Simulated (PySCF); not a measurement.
## What an electron can do to GeBr

r²SCAN in PySCF with def2-TZVPPD on every atom, for the lowest determinant that a PBE0 search found; no spin–orbit coupling.

| species | state (unpaired electrons) | Re (Å) | ωe (cm⁻¹) | energy of the minimum from the neutral (eV) | De (eV) | dissociates to |
| --- | --- | --- | --- | --- | --- | --- |
| GeBr | doublet (π ↑) | 2.325 | 295 | 0.00 | 3.82 | Ge + Br |
| GeBr⁺ | singlet (closed shell) | 2.205 | 370 | 7.36 | 4.54 | Ge⁺ + Br |
| GeBr⁻ | triplet (π ↑↑) | 2.519 | 203 | -1.50 | 1.80 | Ge + Br⁻ |

Q: Work out the lowest energy to break GeBr into atoms, from its vibrational ground state.

A: D0 = De − ωe/2 = 3.82 − 0.02 = 3.80 eV (r²SCAN/def2-TZVPPD).

Q: Work out the ionisation energy of the Ge atom at this level and the threshold of dissociative ionisation.

A: IE(Ge) = 7.36 + 4.54 − 3.82 = 8.08 eV, so Ge⁺ + Br + e⁻ appears at D0 + IE(Ge) = 11.88 eV (r²SCAN/def2-TZVPPD). The measured IE(Ge) is 7.899 eV (NIST ASD).

Q: Work out the electron affinity of the Br atom and the threshold of dissociative attachment.

A: EA(Br) = 3.82 − 1.80 − (-1.50) = 3.52 eV, so Ge + Br⁻ needs D0 − EA(Br) = 0.28 eV (r²SCAN/def2-TZVPPD). The measured EA(Br) is 3.364 eV.

Q: At which energy does ion-pair formation open?

A: Ge⁺ + Br⁻ lies at D0 + IE(Ge) − EA(Br) = 8.36 eV (r²SCAN/def2-TZVPPD).

These are thermodynamic thresholds; the onsets seen under electron impact lie higher where the geometry changes, and cross-sections peak well above them.

Spin–orbit coupling is left out. For an ion De counts to the pair picked by the measured ionisation energies or electron affinities, which need not be the lowest pair at this level. The highest Kohn–Sham level is positive in this anion. Much of that is self-interaction error, but it also means that the finite basis helps to hold the extra electron. States were picked by a PBE0 search and need not be the measured ground states.
